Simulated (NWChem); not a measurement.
Everything below was run with NWChem. System: tert-butylarsine (C$_{4}$H$_{11}$As), charge 0, spin multiplicity 1, at a geometry optimised with PBE0/def2-SVP. Level: RHF/def2-SVP.

The NWChem input:

```
start mol
memory heap 200 mb stack 900 mb global 1100 mb
geometry units angstroms nocenter noautoz
  C      1.768959     0.880438     0.000000
  C      0.246391     0.789803     0.000000
  C     -0.325626     1.452036     1.253345
  C     -0.325626     1.452036    -1.253345
  As    -0.393110    -1.115535     0.000000
  H      2.087668     1.938822     0.000000
  H      2.205591     0.401200    -0.889807
  H      2.205591     0.401200     0.889807
  H     -1.425785     1.400489     1.278534
  H     -0.041702     2.518547     1.283133
  H      0.057007     0.983228     2.174137
  H     -1.425785     1.400489    -1.278534
  H      0.057007     0.983228    -2.174137
  H     -0.041702     2.518547    -1.283133
  H      0.555078    -1.589484    -1.099670
  H      0.555078    -1.589484     1.099670
  symmetry group Cs
end
basis spherical
  * library def2-svp
end
scf
  rhf
  nopen 0
  maxiter 100
  thresh 1e-7
  semidirect memsize 60000000 filesize 0
end
task scf energy
```

Part of the output:

```
             Northwest Computational Chemistry Package (NWChem) 7.3.0
             --------------------------------------------------------

                                NWChem Input Module
                                -------------------

 Scaling coordinates for geometry "geometry" by  1.889725989
 (inverse scale =  0.529177249)

 Turning off AUTOSYM since
 SYMMETRY directive was detected!

                             Geometry "geometry" -> ""
                             -------------------------

 Output coordinates in angstroms (scale by  1.889725989 to convert to a.u.)

  No.       Tag          Charge          X              Y              Z
 ---- ---------------- ---------- -------------- -------------- --------------
    1 C                    6.0000     1.76895900     0.88043800     0.00000000
    2 C                    6.0000     0.24639100     0.78980300     0.00000000
    3 C                    6.0000    -0.32562600     1.45203600     1.25334500
    4 C                    6.0000    -0.32562600     1.45203600    -1.25334500
    5 As                  33.0000    -0.39311000    -1.11553500     0.00000000
    6 H                    1.0000     2.08766800     1.93882200     0.00000000
    7 H                    1.0000     2.20559100     0.40120000    -0.88980700
    8 H                    1.0000     2.20559100     0.40120000     0.88980700
    9 H                    1.0000    -1.42578500     1.40048900     1.27853400
   10 H                    1.0000    -0.04170200     2.51854700     1.28313300
   11 H                    1.0000     0.05700700     0.98322800     2.17413700
   12 H                    1.0000    -1.42578500     1.40048900    -1.27853400
   13 H                    1.0000     0.05700700     0.98322800    -2.17413700
   14 H                    1.0000    -0.04170200     2.51854700    -1.28313300
   15 H                    1.0000     0.55507800    -1.58948400    -1.09967000
   16 H                    1.0000     0.55507800    -1.58948400     1.09967000

 Effective nuclear repulsion energy (a.u.)     368.0757718584

            Nuclear Dipole moment (a.u.)
[...]
  ----- ------------  ---------------      ----- ------------  ---------------
    31      0.859210   3 C  s                45      0.859210   4 C  s
    72     -0.829039   5 As py                3      0.744197   1 C  s
   135     -0.607357  15 H  s               140     -0.607357  16 H  s
    17      0.512794   2 C  s               115     -0.479106  11 H  s
   125     -0.479106  13 H  s                71      0.440439   5 As px

 Vector   36  Occ=0.000000D+00  E= 1.622274D-01  Symmetry=a"
              MO Center= -1.4D-01, -9.7D-01, -1.5D-14, r^2= 4.8D+00
   Bfn.  Coefficient  Atom+Function         Bfn.  Coefficient  Atom+Function
  ----- ------------  ---------------      ----- ------------  ---------------
    73      1.225895   5 As pz              135      0.923746  15 H  s
   140     -0.923746  16 H  s                31     -0.348885   3 C  s
    45      0.348885   4 C  s               110      0.311109  10 H  s
   130     -0.311109  14 H  s                95      0.246656   7 H  s
   100     -0.246656   8 H  s                 9      0.244710   1 C  pz

 Vector   37  Occ=0.000000D+00  E= 1.849374D-01  Symmetry=a'
              MO Center=  4.5D-01,  1.1D+00,  1.8D-12, r^2= 8.3D+00
   Bfn.  Coefficient  Atom+Function         Bfn.  Coefficient  Atom+Function
  ----- ------------  ---------------      ----- ------------  ---------------
     3      1.370918   1 C  s                17     -1.288687   2 C  s
    31      1.080368   3 C  s                45      1.080368   4 C  s
    90     -0.966726   6 H  s                72      0.951563   5 As py
   110     -0.842049  10 H  s               130     -0.842049  14 H  s
    61      0.675914   5 As s                22      0.423437   2 C  py

 center of mass
 --------------
 x =  -0.11644758 y =  -0.27139753 z =   0.00000000

 moments of inertia (a.u.)
 ------------------
         870.009408516725        -147.510778365300           0.000000000000
        -147.510778365300         459.578585934874           0.000000000000
           0.000000000000           0.000000000000         916.233210242729

  Mulliken analysis of the total density
  --------------------------------------

    Atom       Charge   Shell Charges
 -----------   ------   -------------------------------------------------------
    1 C    6     5.93   1.99  0.86  0.17  2.03  0.84  0.04
    2 C    6     6.63   1.99  0.86  0.57  2.01  1.15  0.06
    3 C    6     5.95   1.99  0.86  0.19  2.03  0.86  0.04
    4 C    6     5.95   1.99  0.86  0.19  2.03  0.86  0.04
    5 As  33    32.72   2.00  2.00  2.00  1.24  0.46  6.00  5.98  1.50  1.41  8.18  1.77  0.17
    6 H    1     0.97   0.75  0.19  0.02
    7 H    1     0.96   0.75  0.19  0.02
    8 H    1     0.96   0.75  0.19  0.02
    9 H    1     0.96   0.75  0.18  0.02
   10 H    1     0.97   0.75  0.19  0.02
   11 H    1     0.96   0.75  0.18  0.02
   12 H    1     0.96   0.75  0.18  0.02
   13 H    1     0.96   0.75  0.18  0.02
   14 H    1     0.97   0.75  0.19  0.02
   15 H    1     1.07   0.71  0.34  0.02
   16 H    1     1.07   0.71  0.34  0.02

       Multipole analysis of the density wrt the origin
       ------------------------------------------------

     L   x y z        total         open         nuclear
     -   - - -        -----         ----         -------
     0   0 0 0     -0.000000      0.000000     68.000000

     1   1 0 0      0.249124      0.000000      0.000008
     1   0 1 0      0.374528      0.000000      0.000009
     1   0 0 1      0.000000      0.000000     -0.000000

     2   2 0 0    -36.554363      0.000000    158.166554
     2   1 1 0     -0.922138      0.000000     68.818656
     2   1 0 1      0.000000      0.000000      0.000000
     2   0 2 0    -35.584800      0.000000    365.808081
     2   0 1 1      0.000000      0.000000     -0.000000
     2   0 0 2    -34.865012      0.000000    138.801727

 Task  times  cpu:        4.9s     wall:        4.9s

 Total times  cpu:        5.0s     wall:        5.0s
```
